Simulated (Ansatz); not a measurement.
Ansatz (a quantum-chemistry and plane-wave program) input for In(Cl)(Me)(OMe) (C2H6ClInO), SMILES C[O][In]([CH3])[Cl], PBE-D3(BJ)/def2-SVP. 

Ansatz 0.2 input:
```yaml
crystal:
  periodic: [false, false, false]
  atoms:
    - {symbol: In, position_ang: [0.07010405, 0.18783506, 0.07443507]}
    - {symbol: Cl, position_ang: [-0.39560141, -1.05208576, 2.03290625]}
    - {symbol: C, position_ang: [0.82357833, 2.21375407, 0.08276162]}
    - {symbol: H, position_ang: [1.03866579, 2.53785676, -0.94372435]}
    - {symbol: H, position_ang: [1.73719197, 2.23984768, 0.69203761]}
    - {symbol: H, position_ang: [0.06105333, 2.86259613, 0.53514384]}
    - {symbol: O, position_ang: [-0.34370962, -0.95836296, -1.51758909]}
    - {symbol: C, position_ang: [-0.20526366, -0.54426419, -2.85008934]}
    - {symbol: H, position_ang: [0.45097207, -1.24160452, -3.40629342]}
    - {symbol: H, position_ang: [-1.18613175, -0.53827995, -3.36491927]}
    - {symbol: H, position_ang: [0.22816270, 0.47108870, -2.97428970]}
basis:
  gaussian:
    orbitals: def2-SVP
hamiltonian:
  xc: pbe
  dispersion: d3bj
relax: {f_tol: 0.002, max_steps: 200}
```

Log of the run:

```
WARN ansatz: RAYON_NUM_THREADS=1 ignored (pool sized by the plan → 1); use --threads N
Functional definition: PBE
integrals: 0.06 GiB planned
1318 factors; their error is unknown
mean field: 0.33 GiB planned
mean field evaluation 1: about -21883.6372 eV, gradient 8.0e1 eV
mean field evaluation 2: about -21778.2973 eV, gradient 2.0e2 eV
mean field evaluation 4: about -21898.5115 eV, gradient 1.8e1 eV
mean field evaluation 8: about -21899.1808 eV, gradient 1.8e-1 eV
mean field evaluation 16: about -21899.1370 eV, gradient 6.4e-4 eV
mean field -21899.13698734 eV, -804.7784405166 hartree, gradient 6.7e-5 eV, S^2 0.000000; 0 other end points of the search recorded, 0 dependent functions left out
the calculation of the forces begins
reference -21899.13703499 eV, -804.7784422678 hartree; 32, 32 occupied and 84, 84 virtual orbitals, 1318 factors
relax step   1: F+E_penalty+E_count = -21899.34052976 eV  Δ(F+E_penalty+E_count) = +0.000e0 eV  max|allowed force component| = 3.171e-1 eV/Å  Δτ_max = 0.0000 Å  (27 SCF iters, accepted)
these checks for a lower state are left out or cut short: starts, cluster_reference, orbital_swaps, neighbouring_geometries, increment
integrals: 0.06 GiB planned
1318 factors; their error is unknown
mean field: 0.33 GiB planned
mean field -21899.14688114 eV, -804.7788041068 hartree, gradient 1.8e-5 eV, S^2 0.000000; 0 other end points of the search recorded, 0 dependent functions left out
the calculation of the forces begins
reference -21899.14692880 eV, -804.7788058583 hartree; 32, 32 occupied and 84, 84 virtual orbitals, 1318 factors
relax step   2: F+E_penalty+E_count = -21899.35014519 eV  Δ(F+E_penalty+E_count) = -9.615e-3 eV  max|allowed force component| = 9.571e-2 eV/Å  Δτ_max = 0.0180 Å  (30 SCF iters, accepted)
these checks for a lower state are left out or cut short: starts, cluster_reference, orbital_swaps, neighbouring_geometries, increment
integrals: 0.06 GiB planned
1318 factors; their error is unknown
mean field: 0.33 GiB planned
mean field evaluation 32: about -21899.1478 eV, gradient 1.7e-5 eV
mean field -21899.14778087 eV, -804.7788371714 hartree, gradient 1.7e-5 eV, S^2 0.000000; 0 other end points of the search recorded, 0 dependent functions left out
the calculation of the forces begins
reference -21899.14782854 eV, -804.7788389231 hartree; 32, 32 occupied and 84, 84 virtual orbitals, 1318 factors
relax step   3: F+E_penalty+E_count = -21899.35120805 eV  Δ(F+E_penalty+E_count) = -1.063e-3 eV  max|allowed force component| = 1.679e-2 eV/Å  Δτ_max = 0.0148 Å  (31 SCF iters, accepted)
these checks for a lower state are left out or cut short: starts, cluster_reference, orbital_swaps, neighbouring_geometries, increment
integrals: 0.06 GiB planned
1318 factors; their error is unknown
mean field: 0.33 GiB planned
mean field -21899.14771975 eV, -804.7788349253 hartree, gradient 1.7e-5 eV, S^2 0.000000; 0 other end points of the search recorded, 0 dependent functions left out
the calculation of the forces begins
reference -21899.14776743 eV, -804.7788366774 hartree; 32, 32 occupied and 84, 84 virtual orbitals, 1318 factors
relax step   4: F+E_penalty+E_count = -21899.35129282 eV  Δ(F+E_penalty+E_count) = -8.477e-5 eV  max|allowed force component| = 1.491e-2 eV/Å  Δτ_max = 0.0152 Å  (30 SCF iters, accepted)
these checks for a lower state are left out or cut short: starts, cluster_reference, orbital_swaps, neighbouring_geometries, increment
integrals: 0.06 GiB planned
1318 factors; their error is unknown
mean field: 0.33 GiB planned
mean field -21899.14771496 eV, -804.7788347494 hartree, gradient 1.5e-5 eV, S^2 0.000000; 0 other end points of the search recorded, 0 dependent functions left out
the calculation of the forces begins
reference -21899.14776265 eV, -804.7788365018 hartree; 32, 32 occupied and 84, 84 virtual orbitals, 1318 factors
relax step   5: F+E_penalty+E_count = -21899.35138850 eV  Δ(F+E_penalty+E_count) = -9.568e-5 eV  max|allowed force component| = 7.342e-3 eV/Å  Δτ_max = 0.0075 Å  (23 SCF iters, accepted)
these checks for a lower state are left out or cut short: starts, cluster_reference, orbital_swaps, neighbouring_geometries, increment
integrals: 0.06 GiB planned
1318 factors; their error is unknown
mean field: 0.33 GiB planned
mean field -21899.14762172 eV, -804.7788313227 hartree, gradient 1.6e-5 eV, S^2 0.000000; 0 other end points of the search recorded, 0 dependent functions left out
the calculation of the forces begins
reference -21899.14766940 eV, -804.7788330751 hartree; 32, 32 occupied and 84, 84 virtual orbitals, 1318 factors
[...]
the calculation of the forces begins
reference -21899.14761137 eV, -804.7788309424 hartree; 32, 32 occupied and 84, 84 virtual orbitals, 1318 factors
relax step  10: F+E_penalty+E_count = -21899.35144386 eV  Δ(F+E_penalty+E_count) = -7.854e-6 eV  max|allowed force component| = 6.882e-3 eV/Å  Δτ_max = 0.0132 Å  (30 SCF iters, accepted)
these checks for a lower state are left out or cut short: starts, cluster_reference, orbital_swaps, neighbouring_geometries, increment
integrals: 0.06 GiB planned
1318 factors; their error is unknown
mean field: 0.33 GiB planned
mean field -21899.14761169 eV, -804.7788309540 hartree, gradient 1.7e-5 eV, S^2 0.000000; 0 other end points of the search recorded, 0 dependent functions left out
the calculation of the forces begins
reference -21899.14765941 eV, -804.7788327079 hartree; 32, 32 occupied and 84, 84 virtual orbitals, 1318 factors
relax step  11: F+E_penalty+E_count = -21899.35145240 eV  Δ(F+E_penalty+E_count) = -8.542e-6 eV  max|allowed force component| = 7.800e-3 eV/Å  Δτ_max = 0.0129 Å  (30 SCF iters, accepted)
these checks for a lower state are left out or cut short: starts, cluster_reference, orbital_swaps, neighbouring_geometries, increment
integrals: 0.06 GiB planned
1318 factors; their error is unknown
mean field: 0.33 GiB planned
mean field -21899.14765970 eV, -804.7788327185 hartree, gradient 1.7e-5 eV, S^2 0.000000; 0 other end points of the search recorded, 0 dependent functions left out
the calculation of the forces begins
reference -21899.14770743 eV, -804.7788344726 hartree; 32, 32 occupied and 84, 84 virtual orbitals, 1318 factors
relax step  12: F+E_penalty+E_count = -21899.35145832 eV  Δ(F+E_penalty+E_count) = -5.925e-6 eV  max|allowed force component| = 6.369e-3 eV/Å  Δτ_max = 0.0107 Å  (31 SCF iters, accepted)
these checks for a lower state are left out or cut short: starts, cluster_reference, orbital_swaps, neighbouring_geometries, increment
integrals: 0.06 GiB planned
1318 factors; their error is unknown
mean field: 0.33 GiB planned
mean field evaluation 96: about -21899.1477 eV, gradient 1.5e-5 eV
mean field -21899.14766288 eV, -804.7788328353 hartree, gradient 1.5e-5 eV, S^2 0.000000; 0 other end points of the search recorded, 0 dependent functions left out
the calculation of the forces begins
reference -21899.14771061 eV, -804.7788345894 hartree; 32, 32 occupied and 84, 84 virtual orbitals, 1318 factors
relax step  13: F+E_penalty+E_count = -21899.35146199 eV  Δ(F+E_penalty+E_count) = -3.669e-6 eV  max|allowed force component| = 4.213e-3 eV/Å  Δτ_max = 0.0023 Å  (23 SCF iters, accepted)
these checks for a lower state are left out or cut short: starts, cluster_reference, orbital_swaps, neighbouring_geometries, increment
integrals: 0.06 GiB planned
1318 factors; their error is unknown
mean field: 0.33 GiB planned
mean field -21899.14765883 eV, -804.7788326866 hartree, gradient 2.0e-5 eV, S^2 0.000000; 0 other end points of the search recorded, 0 dependent functions left out
the calculation of the forces begins
reference -21899.14770656 eV, -804.7788344407 hartree; 32, 32 occupied and 84, 84 virtual orbitals, 1318 factors
relax step  14: F+E_penalty+E_count = -21899.35146331 eV  Δ(F+E_penalty+E_count) = -1.320e-6 eV  max|allowed force component| = 1.951e-3 eV/Å  Δτ_max = 0.0011 Å  (22 SCF iters, accepted)
these checks for a lower state are left out or cut short: starts, cluster_reference, orbital_swaps, neighbouring_geometries, increment
integrals: 0.06 GiB planned
1318 factors; their error is unknown
mean field: 0.33 GiB planned
mean field -21899.14765378 eV, -804.7788325010 hartree, gradient 2.2e-5 eV, S^2 0.000000; 0 other end points of the search recorded, 0 dependent functions left out
the calculation of the forces begins
reference -21899.14770151 eV, -804.7788342550 hartree; 32, 32 occupied and 84, 84 virtual orbitals, 1318 factors
relax step  15: F+E_penalty+E_count = -21899.35146460 eV  Δ(F+E_penalty+E_count) = -1.284e-6 eV  max|allowed force component| = 1.219e-3 eV/Å  Δτ_max = 0.0027 Å  (23 SCF iters, accepted)
these checks for a lower state are left out or cut short: starts, cluster_reference, orbital_swaps, neighbouring_geometries, increment
integrals: 0.06 GiB planned
1318 factors; their error is unknown
mean field: 0.33 GiB planned
mean field -21899.14765113 eV, -804.7788324035 hartree, gradient 1.7e-5 eV, S^2 0.000000; 0 other end points of the search recorded, 0 dependent functions left out
the calculation of the forces begins
reference -21899.14769886 eV, -804.7788341575 hartree; 32, 32 occupied and 84, 84 virtual orbitals, 1318 factors
relax step  16: F+E_penalty+E_count = -21899.35146590 eV  Δ(F+E_penalty+E_count) = -1.298e-6 eV  max|allowed force component| = 2.503e-3 eV/Å  Δτ_max = 0.0048 Å  (23 SCF iters, accepted)
these checks for a lower state are left out or cut short: starts, cluster_reference, orbital_swaps, neighbouring_geometries, increment
integrals: 0.06 GiB planned
1318 factors; their error is unknown
mean field: 0.33 GiB planned
mean field -21899.14764791 eV, -804.7788322853 hartree, gradient 2.5e-5 eV, S^2 0.000000; 0 other end points of the search recorded, 0 dependent functions left out
the calculation of the forces begins
reference -21899.14769564 eV, -804.7788340393 hartree; 32, 32 occupied and 84, 84 virtual orbitals, 1318 factors
relax step  17: F+E_penalty+E_count = -21899.35146687 eV  Δ(F+E_penalty+E_count) = -9.728e-7 eV  max|allowed force component| = 2.284e-3 eV/Å  Δτ_max = 0.0062 Å  (23 SCF iters, accepted)
these checks for a lower state are left out or cut short: starts, cluster_reference, orbital_swaps, neighbouring_geometries, increment
integrals: 0.06 GiB planned
1318 factors; their error is unknown
mean field: 0.33 GiB planned
mean field -21899.14764704 eV, -804.7788322533 hartree, gradient 1.4e-5 eV, S^2 0.000000; 0 other end points of the search recorded, 0 dependent functions left out
the calculation of the forces begins
reference -21899.14769477 eV, -804.7788340073 hartree; 32, 32 occupied and 84, 84 virtual orbitals, 1318 factors
relax step  18: F+E_penalty+E_count = -21899.35146729 eV  Δ(F+E_penalty+E_count) = -4.195e-7 eV  max|allowed force component| = 9.387e-4 eV/Å  Δτ_max = 0.0022 Å  (22 SCF iters, accepted)
integrals: 0.06 GiB planned
1318 factors; their error is unknown
mean field: 0.33 GiB planned
mean field evaluation 128: about -21899.1899 eV, gradient 1.6e-1 eV
mean field -21899.14764704 eV, -804.7788322533 hartree, gradient 1.4e-5 eV, S^2 0.000000; 1 other end points of the search recorded, 0 dependent functions left out
the calculation of the forces begins
reference -21899.14769477 eV, -804.7788340073 hartree; 32, 32 occupied and 84, 84 virtual orbitals, 1318 factors
Total energy: -21899.35151502 eV, -804.7863242633 hartree
Atom 0 at     0.052055     0.184207     0.080901 Å, force     0.000201     0.000264    -0.000137 eV/Å
Atom 1 at    -0.433997    -1.039824     2.049338 Å, force    -0.000050    -0.000118     0.000051 eV/Å
Atom 2 at     0.823922     2.205288     0.066806 Å, force    -0.000333    -0.000939    -0.000527 eV/Å
Atom 3 at     0.955993     2.548622    -0.975273 Å, force     0.000200     0.000335    -0.000045 eV/Å
Atom 4 at     1.792196     2.206788     0.600961 Å, force     0.000073     0.000093     0.000253 eV/Å
Atom 5 at     0.102461     2.852108     0.599669 Å, force    -0.000046     0.000247     0.000171 eV/Å
Atom 6 at    -0.377905    -0.984049    -1.513456 Å, force    -0.000147     0.000000     0.000312 eV/Å
Atom 7 at    -0.195220    -0.536549    -2.836521 Å, force     0.000179    -0.000073    -0.000392 eV/Å
Atom 8 at     0.514014    -1.203222    -3.382576 Å, force    -0.000317     0.000449     0.000210 eV/Å
Atom 9 at    -1.160510    -0.558795    -3.396350 Å, force     0.000435     0.000007     0.000334 eV/Å
Atom 10 at     0.206011     0.503807    -2.933120 Å, force    -0.000194    -0.000265    -0.000231 eV/Å
Dipole moment:     0.280188     0.725957    -0.338783 e Å
```

The run converged.
